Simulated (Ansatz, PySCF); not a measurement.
Gas-phase reaction in SMILES: CCC(C)CC → C[CH]C(C)CC + H atom (the C-H bond at the site shown breaks; other sites are not compared here)
Structures are relaxed separately at B3LYP-D3(BJ)/def2-TZVP in Ansatz (a quantum-chemistry and plane-wave program), one conformer each, not searched for the lowest. Frequencies are from Ansatz or PySCF.

Wanted: bond dissociation energy (0 K, with B3LYP-D3(BJ) harmonic zero-point energies), in kJ/mol. Valence correlation only, unless marked. Open shells are spin-unrestricted. No spin-orbit coupling. Non-relativistic. Basis-set limits of correlation are two-point, X^-3; Hartree-Fock from the larger set. The bracket is a focal-point correction in the basis named.

RI-MP2/CBS(cc-pVTZ,cc-pVQZ)+[CCSD(T)-MP2]/cc-pVTZ (Ansatz) gives 408.4 kJ/mol.

**Question.** Another calculation gave 399.9 kJ/mol. Which level was it?
(A) revPBE/def2-TZVPD (Ansatz)
(B) BHLYP/def2-TZVPD (Ansatz)
(C) SVWN5/def2-TZVPD (Ansatz)
(D) wB97X-V/def2-TZVPD (Ansatz)

**Answer.** D, wB97X-V/def2-TZVPD (Ansatz). The others give 371.5 (revPBE), 431.5 (SVWN5), 386.5 (BHLYP) kJ/mol.
